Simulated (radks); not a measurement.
Task: Numerical settings for the osmium ion Os+, [Xe] 4f14 5d6 6s1. All-electron calculation, scalar-relativistic Kohn-Sham, PBE, spin-polarised, spherical densities, finite nucleus; open shells are filled with parallel spins first (spin-orbit coupling, left out, can overturn this in heavy ions); Fermi nuclear charge, rms radius 5.4126 fm. Program: a radial shooting solver on a logarithmic mesh with Libxc functionals. The defaults (mesh step 0.008 in ln r, mesh end at 40 bohr or more with all orbitals vanishing there, Anderson mixing 0.5 over 9 steps, residual threshold near 1e-9 with the energy settled to 1e-9 hartree or 1e-11 of itself, here a cap of 71 iterations) give E = -17250.505 hartree and 5d at -12.218 eV in 16 iterations. Run on one thread of a shared host, so times are rough (Arm Neoverse V2): 0.29 s of CPU time, 0.29 s wall, 16 iterations on 2360 mesh points. One setting is changed at a time: mesh step in ln r 0.003; mesh step in ln r 0.005; mesh step in ln r 0.12; mesh end (bohr) 1; mesh end (bohr) 2; residual threshold 0.001; residual threshold 0.1; mixing 0.05; linear mixing, mixing 0.5; linear mixing, mixing 0.2; mixing history 3; iteration cap 5. Which runs fail to converge, and which converge to a wrong energy?

Result: Not converged within the cap: mesh step in ln r 0.12; linear mixing, mixing 0.2; iteration cap 5. Settled on a wrong energy, with an occupied level pushed above zero by the early mesh end: mesh end (bohr) 1 (+278 hartree); mesh end (bohr) 2 (+12.3 hartree). Apart from these: no run marked as converged misses the energy by more than 1 mhartree.
